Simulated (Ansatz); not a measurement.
Cu₂N₂H₄⁻, that is (CuNH2)2 ring with one electron more. Total charge -1; doublet. Geometry r2SCAN-D4/def2-SVP, that of the neutral singlet; atoms count from 1.

```xyz
8

Cu    1.022    0.099    0.423
N     0.056    1.554   -0.497
Cu   -1.022   -0.098   -0.422
N    -0.056   -1.554    0.497
H     0.393    1.909   -1.395
H    -0.239    2.385    0.023
H     0.239   -2.385   -0.023
H    -0.393   -1.909    1.395
```

The highest occupied level of the charge -1 doublet lies above zero (up to 1.28 eV). Energy differences put its binding near zero (0.00 eV; vertical, to the charge 0 singlet, at PBE0-D4/def2-TZVPD), which leaves it undecided.

Q: Estimate the Mulliken populations from the PBE0/def2-TZVPD orbitals of Ansatz.

A: 
```tsv
atom	charge (e)	spin (α − β)	d electrons
Cu1	-0.15	0.58	9.80
N2	-0.61	0.04	–
Cu3	-0.15	0.58	9.80
N4	-0.61	0.04	–
H5	0.13	-0.06	–
H6	0.13	-0.06	–
H7	0.13	-0.06	–
H8	0.13	-0.06	–
```
Mulliken values and Mayer orders depend strongly on the basis. With diffuse functions, as here, like atoms can get unlike values, and bond orders can come out too low or too high.

Q: Where does the spin sit?

A: Summed by element: Cu 1.15, N 0.09, H -0.24, of 1 unpaired in all. Largest on single atoms: Cu1 0.58, Cu3 0.58, H8 -0.06.

Q: And the Mayer bond orders between bonded heavy atoms (over 0.3)?

A: Cu1–N2 0.56 (1.97 Å); Cu1–Cu3 0.72 (2.22 Å); Cu1–N4 0.56 (1.97 Å); N2–Cu3 0.56 (1.97 Å); Cu3–N4 0.56 (1.97 Å).
